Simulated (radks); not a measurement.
Task: The mean radii <r> (bohr) of the occupied orbitals of an atom or ion are listed with their occupations. Method: scalar-relativistic Kohn-Sham, SCAN, spin-polarised, spherical densities, finite nucleus; meta-GGA in the generalised Kohn-Sham scheme; Fermi nuclear charge, rms radius of each element as measured or else 0.836 A^(1/3) + 0.57 fm; computed with a radial shooting solver on a logarithmic mesh with Libxc functionals.

orbital  occ.      <r>
1s          2  0.02072
2s          2  0.08654
2p          6  0.07642

Name the element and its charge. Open shells, if any, are filled with parallel spins first.

Result: Z = 67, holmium, charge +57: Ho57+ in [Ne]. The 1s radius gives Z: for a bare nucleus <r> = (2 gamma + 1)/(2Z) with gamma = sqrt(1 - (Z/c)^2), 0.02048 bohr for Z = 67, and screening makes it slightly larger (0.02072 here). The occupations add up to 10, and the charge is Z minus that.
